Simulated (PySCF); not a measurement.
## Stretching CdF⁺

Set-up: basis Cd cc-pVDZ-PP with ECP28, F cc-pVDZ; scalar-relativistic core potentials; PySCF 2.14. Energies in eV from Cd⁺ + F in their ground configurations at the same level. State: ¹Σ⁺ (singlet), closed shell.

All columns are TPSSh. A positive dipole points towards F; it is taken about the centre of mass and depends on that origin.

```csv
R (Å),E (eV),μ (D),Mulliken charge on Cd (basis-dependent),HOMO (eV),LUMO (eV),Mayer bond order,⟨S²⟩
1.639,-1.012,-4.55,1.35,-16.01,-11.25,1.08,0.00
1.715,-1.799,-4.81,1.35,-15.70,-11.41,1.07,0.00
1.792,-2.224,-5.02,1.35,-15.39,-11.55,1.08,0.00
1.849,-2.375,-5.15,1.34,-15.17,-11.65,1.08,0.00
1.906,-2.422,-5.27,1.33,-14.96,-11.74,1.09,0.00
1.963,-2.392,-5.36,1.31,-14.77,-11.83,1.09,0.00
2.039,-2.269,-5.46,1.30,-14.55,-11.93,1.10,0.00
2.135,-2.030,-5.56,1.28,-14.31,-12.04,1.10,0.00
2.249,-1.676,-5.62,1.26,-14.08,-12.16,1.09,0.00
2.402,-1.169,-5.66,1.23,-13.86,-12.30,1.07,0.00
```

A fit through these points gives, at Re = 1.909 Å, μ = -5.27 D and dμ/dR = -1.82 D/Å; the reduced mass is 16.28 u.

Q: How strong is the fundamental in the double-harmonic approximation, I = 42.26·(dμ/dR)²/μred km/mol?

A: I = 42.26·(-1.82)²/16.28 = 8.60 km/mol at TPSSh.

For an ion De counts to the pair picked by the measured ionisation energies or electron affinities, which need not be the lowest pair at this level.
